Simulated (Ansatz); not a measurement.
Relaxation of the cluster Ti3 with RKS PBE0-D4/def2-TZVP.

```sh
$ ansatz run in.yaml --threads 4 --pin off --events-out ev --progress --plain --max-ram 3916MiB
```

```yaml
crystal:
  periodic: [false, false, false]
  atoms:
    - {symbol: Ti, position_ang: [-1.049030, -1.116340, 0.236280]}
    - {symbol: Ti, position_ang: [0.276690, 1.050380, 1.105660]}
    - {symbol: Ti, position_ang: [0.772340, 0.065950, -1.341940]}
basis:
  gaussian: {orbitals: def2-TZVP}
hamiltonian: {xc: pbe0, dispersion: d4}
scf: {lower_state_search: "off"}
output: {orbitals: {seedname: orbitals}}
relax: {f_tol: 0.02, max_steps: 100}
```

Hardware: 4 threads of Arm Neoverse V1 on a shared host. Wall time 19 s.

Positions (Å) and forces (eV/Å) at steps 1, 2, 3, 4, 5 of 5:

```xyz
3
step=1 energy=-69319.3415 eV
Ti   -1.049   -1.116    0.236    2.085    2.082   -0.680
Ti    0.277    1.050    1.106   -0.373   -1.938   -2.298
Ti    0.772    0.066   -1.342   -1.712   -0.144    2.978
3
step=2 energy=-69320.5855 eV
Ti   -0.935   -1.005    0.195    0.711    0.886    0.041
Ti    0.260    0.947    0.978   -0.356   -0.854   -0.654
Ti    0.675    0.058   -1.173   -0.354   -0.032    0.613
3
step=3 energy=-69320.6324 eV
Ti   -0.887   -0.935    0.214   -0.424   -0.599   -0.134
Ti    0.222    0.878    0.942    0.304    0.588    0.340
Ti    0.665    0.057   -1.156    0.120    0.011   -0.206
3
step=4 energy=-69320.6559 eV
Ti   -0.902   -0.958    0.206   -0.038   -0.064   -0.028
Ti    0.236    0.901    0.952    0.040    0.064    0.023
Ti    0.666    0.057   -1.157   -0.003    0.000    0.004
3
step=5 energy=-69320.6562 eV
Ti   -0.904   -0.962    0.203    0.001    0.006    0.007
Ti    0.239    0.905    0.952   -0.006   -0.006    0.002
Ti    0.665    0.057   -1.155    0.005    0.000   -0.008
```

The restricted singlet is unstable towards broken spin symmetry at other levels; at PBE0-D4/def2-TZVP this wasn't settled. The relaxation made no stability test and no search for a lower SCF solution. At PBE0-D4/def2-TZVP a triplet of charge 0 lies 1.22 eV below the restricted singlet, each at its own geometry. That triplet is doubtful there (⟨S²⟩ 4.79, where a pure state has 2.00). The structure comes from a short search, and lower isomers may exist.
